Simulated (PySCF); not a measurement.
## Niobium: a sound run and one with changed settings

Sound run: Nb [Kr] 4d4 5s1, Nb⁺ [Kr] 4d4. Calculation: PySCF 2.14, in x2c-TZVPall; the spin-free X2C one-electron Hamiltonian (Gaussian nucleus). The sound run starts from symmetry-adapted Hartree-Fock orbitals and uses a fine grid where one is needed.

A second run was set up differently.

| species | method | sound run (hartree) | changed run (hartree) | converged |
| --- | --- | --- | --- | --- |
| Nb | UHF | -3817.23462 | -3817.23462 | yes |
| Nb | BP86 | -3819.80798 | -3819.81420 | yes |
| Nb | B3LYP | -3819.38179 | -3819.38585 | yes |
| Nb⁺ | UHF | -3817.01435 | -3817.01435 | yes |
| Nb⁺ | BP86 | -3819.54158 | -3819.54722 | yes |
| Nb⁺ | B3LYP | -3819.12743 | -3819.13096 | yes |

Ionisation energy of Nb:

```tsv
method	sound run (eV)	changed run (eV)
UHF	5.994	5.994
BP86	7.249	7.265
B3LYP	6.921	6.936
```

Q: What was changed?
A. basis contracted for another Hamiltonian
B. angular grid far too coarse
C. a valence shell is frozen
D. level shift left on

A: B. It used 26 angular points. A coarse angular grid integrates products of high-l functions wrongly, so density functionals can shift, and the SCF can exploit the error; Hartree-Fock and MP2 need no grid.
